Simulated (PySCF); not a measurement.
# Interval between two levels of Os⁺ by level of theory

Os⁺ [Xe] 4f14 5d6 6s1 [6D9/2, M_J = 9/2] → Os⁺ [Xe] 4f14 5d5 6s1 6p1 [8P9/2, M_J = 9/2], as a difference of total energies. Calculation: PySCF 2.14, in x2c-SVPall-2c with one added diffuse shell each of s, d type (8s9p10d2f, 99 functions); the two-component X2C-1e Hamiltonian. "Screened" scales the spin-orbit matrix elements by Boettger's factors to mimic the two-electron term; Breit and QED terms are absent.

```csv
method,interval between two levels (cm⁻¹)
GHF (spin-free),32189
GHF (screened spin-orbit),37011
```

The labels give the starting determinants; with spin-orbit coupling the two ends relaxed to ⟨J²⟩ = 24.77, ⟨L²⟩ = 6.66, ⟨S²⟩ = 8.43 and ⟨J²⟩ = 24.76, ⟨L²⟩ = 2.38, ⟨S²⟩ = 15.41.
